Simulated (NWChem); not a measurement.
Everything below was run with NWChem. System: Sb (-1), charge -1, spin multiplicity 3. Its SCF solution wasn't tested for a lower state. Level: UHF/def2-TZVPD with def2 effective core potentials on Sb.

Input file:

```
start mol
memory heap 200 mb stack 900 mb global 1100 mb
charge -1
geometry units angstroms nocenter noautoz
  Sb     0.000000     0.000000     0.000000
  symmetry group D2h
end
basis spherical
  * library def2-tzvpd
end
ecp
  Sb library def2-ecp
end
scf
  uhf
  nopen 2
  maxiter 100
  thresh 1e-7
  semidirect memsize 60000000 filesize 0
  # guess.movecs holds the orbitals of an unrestricted PBE0 run
  vectors input guess.movecs output mol.movecs
end
task scf energy
```

NWChem printed:

```
             Northwest Computational Chemistry Package (NWChem) 7.3.0
             --------------------------------------------------------

                                NWChem Input Module
                                -------------------

 Scaling coordinates for geometry "geometry" by  1.889725989
 (inverse scale =  0.529177249)

                             Geometry "geometry" -> ""
                             -------------------------

 Output coordinates in angstroms (scale by  1.889725989 to convert to a.u.)

  No.       Tag          Charge          X              Y              Z
 ---- ---------------- ---------- -------------- -------------- --------------
    1 Sb                  51.0000     0.00000000     0.00000000     0.00000000

 Effective nuclear repulsion energy (a.u.)       0.0000000000

            Nuclear Dipole moment (a.u.)
            ----------------------------
        X                 Y               Z
 ---------------- ---------------- ----------------
     0.0000000000     0.0000000000     0.0000000000

      Symmetry information
      --------------------

 Group name             D2h
 Group number             26
 Group order               8
 No. of unique centers     1

      Symmetry unique atoms

     1


 Summary of "ao basis" -> "" (spherical)
 ------------------------------------------------------------------------------
       Tag                 Description            Shells   Functions and Types
 ---------------- ------------------------------  ------  ---------------------
 *                         def2-tzvpd                 on all atoms

 Summary of "ao basis" -> "ao basis" (spherical)
 ------------------------------------------------------------------------------
       Tag                 Description            Shells   Functions and Types
 ---------------- ------------------------------  ------  ---------------------
 Sb                        def2-tzvpd               18       56   7s5p4d2f

                                 NWChem SCF Module
                                 -----------------

  ao basis        = "ao basis"
  functions       =    56
  atoms           =     1
  alpha electrons =    13
  beta  electrons =    11
  charge          =  -1.00
  wavefunction    = UHF
  use symmetry    = T
  symmetry adapt  = T

 Summary of "ao basis" -> "ao basis" (spherical)
 ------------------------------------------------------------------------------
       Tag                 Description            Shells   Functions and Types
 ---------------- ------------------------------  ------  ---------------------
 Sb                        def2-tzvpd               18       56   7s5p4d2f

      Symmetry analysis of basis
      --------------------------

        ag         15
        au          2
        b1g         4
        b1u         9
        b2g         4
        b2u         9
        b3g         4
        b3u         9

 Forming initial guess at       0.0s

   Symmetry analysis of molecular orbitals - initial alpha
   -------------------------------------------------------

  Numbering of irreducible representations:

     1 ag          2 au          3 b1g         4 b1u         5 b2g
     6 b2u         7 b3g         8 b3u

  Orbital symmetries:

     1 ag          2 b2u         3 b1u         4 b3u         5 b3g
     6 ag          7 b2g         8 b1g         9 ag         10 ag
    11 b2u        12 b1u        13 b3u        14 ag         15 b3g
    16 ag         17 b2g        18 b1g        19 ag         20 b2u
[...]
              MO Center=  2.8D-16, -6.9D-17, -6.0D-14, r^2= 1.1D+01
   Bfn.  Coefficient  Atom+Function         Bfn.  Coefficient  Atom+Function
  ----- ------------  ---------------      ----- ------------  ---------------
     7      2.049011  1 Sb s                  6     -1.845307  1 Sb s
     3      0.219964  1 Sb s                  5      0.186622  1 Sb s
     2     -0.168713  1 Sb s

 Vector   15  Occ=0.000000D+00  E= 2.919731D-01  Symmetry=ag
              MO Center= -4.6D-21, -2.1D-20,  9.2D-17, r^2= 1.0D+01
   Bfn.  Coefficient  Atom+Function         Bfn.  Coefficient  Atom+Function
  ----- ------------  ---------------      ----- ------------  ---------------
    40      0.940394  1 Sb d  0              42      0.542937  1 Sb d  2

 Vector   16  Occ=0.000000D+00  E= 2.919731D-01  Symmetry=b3g
              MO Center=  2.8D-21,  7.1D-19, -7.8D-21, r^2= 1.0D+01
   Bfn.  Coefficient  Atom+Function         Bfn.  Coefficient  Atom+Function
  ----- ------------  ---------------      ----- ------------  ---------------
    39      1.085874  1 Sb d -1              34     -0.155324  1 Sb d -1

                     UHF Final Beta Molecular Orbital Analysis
                     -----------------------------------------

 Vector    9  Occ=1.000000D+00  E=-1.354520D+00  Symmetry=ag
              MO Center=  2.0D-17, -7.1D-17,  1.1D-17, r^2= 3.4D-01
   Bfn.  Coefficient  Atom+Function         Bfn.  Coefficient  Atom+Function
  ----- ------------  ---------------      ----- ------------  ---------------
    27      0.791450  1 Sb d  2              25     -0.456944  1 Sb d  0

 Vector   10  Occ=1.000000D+00  E=-3.186876D-01  Symmetry=ag
              MO Center=  2.7D-17, -2.9D-19, -2.1D-17, r^2= 1.8D+00
   Bfn.  Coefficient  Atom+Function         Bfn.  Coefficient  Atom+Function
  ----- ------------  ---------------      ----- ------------  ---------------
     5      0.710429  1 Sb s                  3     -0.478450  1 Sb s
     6      0.471846  1 Sb s                  2      0.454047  1 Sb s
     4     -0.362589  1 Sb s                  1     -0.224341  1 Sb s

 Vector   11  Occ=1.000000D+00  E=-2.175595D-02  Symmetry=b3u
              MO Center=  1.0D-17,  8.3D-21, -1.9D-21, r^2= 3.6D+00
   Bfn.  Coefficient  Atom+Function         Bfn.  Coefficient  Atom+Function
  ----- ------------  ---------------      ----- ------------  ---------------
    20      0.542151  1 Sb px                11     -0.341138  1 Sb px
    17      0.329310  1 Sb px                14      0.317851  1 Sb px

 Vector   12  Occ=0.000000D+00  E= 2.225163D-01  Symmetry=b2u
              MO Center=  1.1D-19, -5.0D-19, -1.2D-18, r^2= 5.4D+00
   Bfn.  Coefficient  Atom+Function         Bfn.  Coefficient  Atom+Function
  ----- ------------  ---------------      ----- ------------  ---------------
    21      0.919253  1 Sb py                15      0.290202  1 Sb py
    12     -0.258502  1 Sb py

 Vector   13  Occ=0.000000D+00  E= 2.225163D-01  Symmetry=b1u
              MO Center= -1.9D-21,  1.3D-21, -9.2D-18, r^2= 5.4D+00
   Bfn.  Coefficient  Atom+Function         Bfn.  Coefficient  Atom+Function
  ----- ------------  ---------------      ----- ------------  ---------------
    22      0.919253  1 Sb pz                16      0.290202  1 Sb pz
    13     -0.258502  1 Sb pz

 Vector   14  Occ=0.000000D+00  E= 2.479250D-01  Symmetry=ag
              MO Center= -5.0D-22, -7.6D-23,  4.7D-21, r^2= 1.1D+01
   Bfn.  Coefficient  Atom+Function         Bfn.  Coefficient  Atom+Function
  ----- ------------  ---------------      ----- ------------  ---------------
     7     -2.103238  1 Sb s                  6      1.961546  1 Sb s
     5     -0.284237  1 Sb s                  3     -0.219583  1 Sb s
     2      0.161059  1 Sb s

 center of mass
 --------------
 x =   0.00000000 y =   0.00000000 z =   0.00000000

 moments of inertia (a.u.)
 ------------------
           0.000000000000           0.000000000000           0.000000000000
           0.000000000000           0.000000000000           0.000000000000
           0.000000000000           0.000000000000           0.000000000000

  Mulliken analysis of the total density
  --------------------------------------

    Atom       Charge   Shell Charges
 -----------   ------   -------------------------------------------------------
    1 Sb  23    24.00   0.16 -0.66  1.56  0.94  1.00  0.89  0.10 -0.47  6.43  0.87  1.54  1.62  9.03  0.94  0.03  0.00  0.00  0.00

  Mulliken analysis of the alpha density
  --------------------------------------

    Atom       Charge   Shell Charges
 -----------   ------   -------------------------------------------------------
    1 Sb  23    13.00   0.08 -0.33  0.78  0.47  0.48  0.48  0.04 -0.24  3.23  0.64  1.23  1.13  4.50  0.48  0.02 -0.00  0.00  0.00

   Mulliken analysis of the beta density
   -------------------------------------

    Atom       Charge   Shell Charges
 -----------   ------   -------------------------------------------------------
    1 Sb  23    11.00   0.08 -0.33  0.78  0.47  0.52  0.42  0.06 -0.23  3.21  0.23  0.30  0.49  4.54  0.45  0.01  0.00  0.00  0.00

   Mulliken analysis of the spin density
   -------------------------------------

    Atom       Charge   Shell Charges
 -----------   ------   -------------------------------------------------------
    1 Sb  23     2.00  -0.00  0.00 -0.00 -0.00 -0.04  0.06 -0.02 -0.01  0.02  0.41  0.93  0.64 -0.04  0.03  0.01 -0.00  0.00  0.00

       Multipole analysis of the density wrt the origin
       ------------------------------------------------

     L   x y z        total         alpha         beta         nuclear
     -   - - -        -----         -----         ----         -------
     0   0 0 0     -1.000000    -13.000000    -11.000000     23.000000

     1   1 0 0      0.000000      0.000000     -0.000000      0.000000
     1   0 1 0      0.000000      0.000000      0.000000      0.000000
     1   0 0 1      0.000000      0.000000      0.000000      0.000000

     2   2 0 0    -30.216042    -16.829521    -13.386522      0.000000
     2   1 1 0     -0.000000     -0.000000      0.000000      0.000000
     2   1 0 1     -0.000000      0.000000     -0.000000      0.000000
     2   0 2 0    -24.725486    -17.029017     -7.696469      0.000000
     2   0 1 1      0.000000      0.000000     -0.000000      0.000000
     2   0 0 2    -24.725486    -17.029017     -7.696469      0.000000

 Task  times  cpu:        0.3s     wall:        0.3s

 Total times  cpu:        0.3s     wall:        0.3s
```
